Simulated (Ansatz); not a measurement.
Computed with Ansatz on PBE0-D4/def2-TZVP structures; ΔE is electronic, products minus reactants. CCSD(T)/CBS adds triple-zeta CCSD(T) − MP2 to the extrapolated MP2 energy (def2 sets, frozen cores). This one scheme is used for every species. Functionals use def2-TZVPP. B3LYP here is the variant with VWN-RPA as its local correlation; programs differ in this. For Ge outer-core shells are correlated without core-valence functions, which leaves a few kJ/mol of doubt a bond. Scalar relativity is left out up to krypton. One conformer a species, not always the lowest.

`Cl[SiH2][GeH3]` + `NB(O)F` → `OB(F)[NH][GeH3]` + `[SiH3]Cl`  (cleavage of the Ge–Si bond)

Problem. Is it downhill or uphill in electronic energy at CCSD(T)/CBS, and by how much? (Best estimate.)

Solution. Ansatz gave: Nearly level: ΔE = +0.01 eV.

Problem. What do these levels give: ωB97X-V, PBE, B3LYP, SCS-MP2/def2-TZVPP, MP2/def2-QZVPP, CCSD/CBS(def2)? (An estimate is asked.)

Solution. Ansatz gave: ωB97X-V -0.01, PBE 0.19, B3LYP 0.05, SCS-MP2/def2-TZVPP -0.13, MP2/def2-QZVPP -0.05, CCSD/CBS(def2) 0.00 eV.

Largest T1 diagnostic among the species: 0.012.

From PBE to PBE0 (25 % exact exchange), in def2-TZVPP and without D4, ΔE moves by −0.05 eV. In def2-TZVPP, CCSD(T) changes the Hartree–Fock value by +0.11 eV (the triples alone add +0.01 eV) and MP2 by +0.08 eV.
